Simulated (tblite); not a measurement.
C8H17P.
Cartesian coordinates in Å at the GFN2-xTB level; atoms count from 1:
```
atom  x, y, z in Å
C1    -3.1175   -0.6758    0.4950
C2    -1.7089   -1.2096    0.2772
C3    -0.8231   -0.1807   -0.4283
C4     0.5584   -0.7343   -0.7811
C5     1.4437   -0.6086    0.4580
C6     2.9047   -0.9313    0.1696
C7     1.2642    0.8247    0.9601
P8    -0.5275    1.3030    0.6957
C9    -0.2885    2.5818   -0.6265
H10   -3.7278   -1.4022    1.0266
H11   -3.5944   -0.4540   -0.4579
H12   -3.0797    0.2412    1.0813
H13   -1.7533   -2.1221   -0.3246
H14   -1.2706   -1.4691    1.2436
H15   -1.3462    0.1590   -1.3295
H16    0.4894   -1.7713   -1.1156
H17    1.0002   -0.1497   -1.5919
H18    1.0756   -1.3031    1.2204
H19    3.5055   -0.8210    1.0698
H20    3.3019   -0.2628   -0.5926
H21    3.0047   -1.9550   -0.1855
H22    1.9049    1.5113    0.4012
H23    1.5203    0.9129    2.0176
H24    0.3504    2.2180   -1.4295
H25    0.1560    3.4701   -0.1803
H26   -1.2635    2.8514   -1.0296
```

Method: GFN2-xTB as coded in tblite; computed harmonic values from a numerical Hessian at the method's own geometry, unscaled. The method is semi-empirical: single wavenumbers can be off by several per cent or more. One conformer, not necessarily the lowest.

Harmonic wavenumbers (cm⁻¹): 56.9, 89.8, 113.2, 175.3, 189.0, 206.7, 226.5, 243.5, 276.3, 296.8, 354.0, 382.3, 419.1, 441.2, 587.9, 665.4, 719.9, 746.3, 806.8, 835.1, 865.8, 867.6, 889.1, 900.3, 958.0, 969.2, 1027.2, 1050.4, 1051.9, 1067.6, 1095.3, 1108.1, 1146.8, 1171.5, 1188.3, 1217.5, 1236.9, 1252.9, 1285.7, 1292.2, 1313.6, 1320.3, 1344.1, 1349.4, 1411.9, 1414.0, 1443.1, 1458.9, 1460.9, 1487.2, 1491.8, 1496.8, 1500.6, 1502.0, 1504.0, 2908.3, 2931.7, 2944.9, 2947.3, 2958.0, 2972.2, 2974.4, 2975.6, 2991.9, 3005.9, 3009.8, 3016.6, 3019.6, 3024.8, 3027.1, 3034.1, 3034.5.

A = 1755, B = 1086, C = 802.4 MHz; mass 144.107 u (most abundant isotopes); point group C1, symmetry number 1.

Problem. What is the zero-point energy?

Solution. ½Σν̃ = 50875 cm⁻¹ = 608.60 kJ/mol.

Problem. Entropy at 350 K, 1 bar (ideal gas, RRHO, classical rotation)?

Solution. Translation 174.18, rotation 126.40, vibration 161.90: S = 462.5 J/(mol K).

Problem. And Cp and H(350 K) − H(0)?

Solution. Cp = 216.81 J/(mol K), of which vibrations give 183.55 (their classical limit is 72 R = 598.6); H(350 K) − H(0) = 42.72 kJ/mol without the zero-point energy, 31.08 from vibrations.

Problem. Blend soft modes into free rotors: weight 1/[1 + (100 cm⁻¹/ν̃)⁴] for the oscillator and the rest for a rotor with moment μB/(μ + B), μ = h/(8π²ν), B = 10⁻⁴⁴ kg m². What vibrational entropy results?

Solution. 153.70 J/(mol K) in place of 161.90, which changes −T·S at 350 K by +2.87 kJ/mol.

Problem. Which modes carry the vibrational entropy at 350 K?

Solution. 56.9 cm⁻¹: 20.41; 89.8 cm⁻¹: 16.65; 113.2 cm⁻¹: 14.75; 175.3 cm⁻¹: 11.22; 189.0 cm⁻¹: 10.62; 206.7 cm⁻¹: 9.91 J/(mol K); the other 66 give 78.34 together.

Hindered rotation and anharmonicity are outside this model. Other conformers, if any are populated, would add a mixing term that is left out. The structure is chiral; the term R ln 2 for an equal mix with its mirror image is left out.
